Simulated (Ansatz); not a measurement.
System: C3H11GeN (charge 0, singlet). 
Structure (B3LYP-D3(BJ)/def2-TZVP (Ansatz, a quantum-chemistry and plane-wave program) minimum search):
SMILES: CC[N](C)[GeH3]
```xyz
16

C      2.3849    -0.0002    -0.2707
C      1.3470    -1.1065    -0.1619
N     -0.0063    -0.6758    -0.4928
C     -0.9269    -1.8017    -0.5410
Ge    -0.6752     0.8542     0.3220
H      3.3848    -0.4120    -0.1257
H      2.2405     0.7748     0.4848
H      2.3439     0.4721    -1.2534
H      1.6123    -1.9097    -0.8598
H      1.3938    -1.5538     0.8466
H     -1.9236    -1.4694    -0.8327
H     -0.5853    -2.5247    -1.2894
H     -1.0140    -2.3395     0.4173
H      0.1054     2.0849    -0.1612
H     -2.1476     0.9439    -0.1083
H     -0.5882     0.7805     1.8696
```
Charge 0, spin multiplicity 1.

Basis-set convergence of Hartree-Fock and CCSD correlation energies (hartree) with Ansatz. Correlated levels leave the core frozen unless marked. No spin-orbit coupling. Frozen are the shells of the preceding noble gas and the d and f shells that filled before the atom's block. Non-relativistic.

```
basis    functions        E(HF)  E(corr, CCSD)
-------  ---------  -----------  -------------
cc-pVDZ        138  -2249.78071       -0.78426
cc-pVTZ        317  -2249.90647       -0.93364
cc-pVQZ        618  -2249.92228       -0.97868
```

Extrapolating the two largest sets (X = 3 and 4) as X^-3: E(corr) = (64·(-0.97868) - 27·(-0.93364))/37 = -1.0115 Eh, an estimate of the basis-set limit. The largest set recovers 96.8 % of it, the smallest 77.5 %.
